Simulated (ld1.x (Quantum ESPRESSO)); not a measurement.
scandium (Sc): variants of one ultrasoft potential

Base potential:

```json
{"Element": "Sc (Z = 21)", "Generator": "ld1.x (Quantum ESPRESSO) 7.5", "Type": "ultrasoft", "Functional": "PBE", "Relativity": "scalar-relativistic", "Frozen core": "[Ne]", "Valence charge": "11", "Reference configuration": "3s2 3p6 3d1 4s1 4p1", "Partial waves": "3s (bound): rcut 1.40, rcutus 1.80 bohr; 4s (bound): rcut 1.40, rcutus 1.80 bohr; 3p (bound): rcut 2.40, rcutus 2.60 bohr; 4p (bound): rcut 2.40, rcutus 2.60 bohr; 3d (bound): rcut 1.20, rcutus 1.40 bohr; 3d channel at 0.35 Ry: rcut 1.20, rcutus 1.40 bohr", "Local potential": "all-electron potential smoothed inside 1.30 bohr (lloc = -1)", "Core correction": "Bessel-smoothed model core inside 1.45 bohr", "Augmentation charge": "PSQ, inside the norm-conserving radii"}
```

All-electron outer shells of the reference configuration (PBE, scalar-relativistic, ld1.x):

```json
{"shell": "2s", "level (eV)": "-475.60", "outermost node (bohr)": "0.10", "outermost maximum (bohr)": "0.28"}
{"shell": "2p", "level (eV)": "-389.54", "outermost node (bohr)": "–", "outermost maximum (bohr)": "0.23"}
{"shell": "3s", "level (eV)": "-56.33", "outermost node (bohr)": "0.42", "outermost maximum (bohr)": "0.92"}
{"shell": "3p", "level (eV)": "-34.91", "outermost node (bohr)": "0.39", "outermost maximum (bohr)": "0.97"}
{"shell": "4s", "level (eV)": "-4.87", "outermost node (bohr)": "1.32", "outermost maximum (bohr)": "3.06"}
{"shell": "3d", "level (eV)": "-4.37", "outermost node (bohr)": "–", "outermost maximum (bohr)": "1.10"}
{"shell": "4p", "level (eV)": "-2.03", "outermost node (bohr)": "1.49", "outermost maximum (bohr)": "3.98"}
```

Cutoffs, loose and tight: the cutoffs (Ry, on a coarse ladder) from which the occupation-weighted sum of valence levels, in a spherical-Bessel basis at the reference potential, stays within 10 and 1 mRy of its value at 400 Ry. They do not see the model core or the augmentation charge, which bear on the density cutoff. Test errors are all-electron minus pseudo excitation energies from the reference, over the configurations 3s2 3p6 3d1 4s2 4p0; 3s2 3p6 3d1 4s1 4p0; 3s2 3p6 3d1 4s0 4p0; 3s2 3p6 3d0 4s2 4p0; 3s2 3p6 3d2 4s1 4p0; 3s2 3p6 3d2 4s0 4p0; 3s2 3p6 3d1 4s0 4p1. A dash means not determined; rows that change the core or the reference have their own tests. The largest error is taken over the tests solved by every variant that gives reliable tests at all: 3s2 3p6 3d0 4s2 4p0; 3s2 3p6 3d1 4s0 4p0; 3s2 3p6 3d1 4s1 4p0; 3s2 3p6 3d1 4s2 4p0; 3s2 3p6 3d2 4s0 4p0; 3s2 3p6 3d2 4s1 4p0.

Cutoffs are not given where the Bessel-basis levels miss the radial ones by over 6 mRy, ghosts where they miss by over 20 mRy; a channel whose overlap is not positive is not tested.

| change | outcome | cutoff, loose | cutoff, tight | bound ghosts | largest test error (meV) |
| --- | --- | --- | --- | --- | --- |
| base | generated | 45 Ry | 55 Ry | none | -43 |
| local potential all-electron potential smoothed inside 1.10 bohr (lloc = -1) | generated | 45 Ry | 55 Ry | none | -42 |
| local potential all-electron potential smoothed inside 1.24 bohr (lloc = -1) | generated | 45 Ry | 55 Ry | none | -43 |
| local potential all-electron potential smoothed inside 1.46 bohr (lloc = -1) | generated | 45 Ry | 55 Ry | none | -43 |
| local potential all-electron potential smoothed inside 1.80 bohr (lloc = -1) | generated | 45 Ry | 55 Ry | none | -44 |
| local potential all-electron potential smoothed inside 2.32 bohr (lloc = -1) | generated | 45 Ry | 55 Ry | none | -60 |
| local potential all-electron potential smoothed inside 2.58 bohr (lloc = -1) | generated | 45 Ry | 55 Ry | none | -56 |
| local potential all-electron potential smoothed inside 2.72 bohr (lloc = -1) | generated | 45 Ry | 55 Ry | none | -51 |
| local potential all-electron potential smoothed inside 3.00 bohr (lloc = -1) | generated | 45 Ry | 55 Ry | none | -51 |

**Question.** What comes out with this change to the base: local potential all-electron potential smoothed inside 2.02 bohr (lloc = -1)?

**Answer.** outcome: generated, overlap not positive; bound ghosts: not determined (overlap not positive); largest test error (meV): -21. A file whose overlap is not positive is unfit for use, and its test errors describe a broken file.

Reading the sweep of the rcloc (base included, trends over the rows without a ghost): The loose cutoff stays near 45 Ry. The median size of the test errors (rows with all tests solved) stays near 4.6 meV.
